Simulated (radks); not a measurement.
Results of a calculation; reference values are marked as such.
Ga4+, 27 electrons, occupied as [Ne] 3s1 3p6 3d10 (not the ground configuration).

Level of theory: scalar-relativistic Kohn-Sham, PBEsol, spin-polarised, spherical densities, point nucleus; open shells are filled with parallel spins first (a radial shooting solver on a logarithmic mesh with Libxc functionals).

Energy parts (hartree):
part                       energy
total                 -1933.21955
kinetic                1965.90901
electron-nucleus      -4603.14891
Hartree                 776.17855
exchange-correlation    -72.15821

Orbitals (lengths in bohr, moments of r in powers of bohr):
orbital,occ.,eigenvalue (hartree),<r>
1s up,1,-378.0330,0.04862
1s down,1,-378.0034,0.04862
2s up,1,-48.61017,0.2179
2s down,1,-48.58447,0.2179
2p up,3,-42.63367,0.1907
2p down,3,-42.60796,0.1907
3s up,1,-7.63502,0.6463
3s down,0,-7.57048,0.6476
3p up,3,-5.81902,0.6687
3p down,3,-5.75855,0.6706
3d up,5,-2.84232,0.7375
3d down,5,-2.79293,0.7432
4s up,0,-1.87109,1.797
4s down,0,-1.86608,1.802
4p up,0,-1.47021,2.033
4p down,0,-1.46686,2.040

The highest occupied level is 3d down at -75.999 eV. The configuration is held as typed, so some empty levels lie below it. Summed over all electrons, <r^2> = 10.90 bohr^2, which gives a Langevin (diamagnetic) susceptibility term of -8.63 x 10^-6 cm^3/mol. Spin moment in Bohr magnetons: 1. The density falls to 0.001 e/bohr^3 at r = 2.39 bohr.
